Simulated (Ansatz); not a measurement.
**Energy profile**

The step: SiNH₅ ([NH2][SiH3]) + HF + HF → SiH₃F ([F][SiH3]) + NH₃ + HF; bonds formed: Si1–F7, N2–H8, H6–F9; bonds broken: Si1–N2, H6–F7, H8–F9 (atoms numbered as in the saddle structure below).

```xyz
11
angstrom
Si -0.4486 0.5503 -0.9595
N 0.1422 -0.9801 -0.1126
H -0.4209 0.0285 -2.3653
H -1.8665 0.8347 -0.6855
H 0.5700 1.6108 -0.9213
H 0.3872 0.6826 1.6640
F -0.4710 1.1661 1.2571
H 0.8026 -0.6943 0.7730
F 1.3158 -0.1043 1.8264
H -0.6398 -1.4981 0.2790
H 0.6287 -1.5965 -0.7554
```

Electronic energies by CCSD(T) at an estimated basis limit (MP2 extrapolated from triple and quadruple zeta, plus CCSD(T) − MP2 in triple zeta), on PBE0-D4/def2-TZVP structures; SiNH7F2, closed shell; no counterpoise correction. Program: Ansatz 0.2.0. Basis: def2-TZVPP and def2-QZVPP. Cores are frozen in the correlated methods. Extrapolation: Hartree–Fock as exp(−7.88 √X), correlation as X^−2.97.

Give the profile in eV, counted from the separated reactants. (An estimate is asked for; the value comes from the calculation.)

The calculation gives:
```
                                                                                                                         point      eV
separated: SiNH5 (linked as [NH2][SiH3]; Si1, N2, H3, H4, H5, H10, H11; singlet) + HF (H6, F7; singlet) + HF (H8, F9; singlet)   0.000
                                                                                                               start structure  -0.815
                                                                                                                        saddle  -0.486
                                                                                                                 end structure  -1.346
 separated: SiH3F (linked as [F][SiH3]; Si1, H3, H4, H5, F7; singlet) + NH3 (N2, H8, H10, H11; singlet) + HF (H6, F9; singlet)  -0.880
```
The saddle lies below the separated reactants: the barrier is submerged.

The T1 diagnostic stays at or below 0.011.

Steps of this kind, hydrogen fluoride cutting a network bond, underlie vapour etching and the fluorination step of atomic layer etching.

For scale, one of the runs: CCSD(T)/def2-TZVPP, 233 basis functions, launched by `ansatz run in.yaml --threads 4 --pin off --events-out ev --progress --plain --max-ram 9574MiB`. The run took 2.6 min on 4 CPU threads of an AMD EPYC 7R43 (shared host), with 4.3 GiB of host memory at its peak.
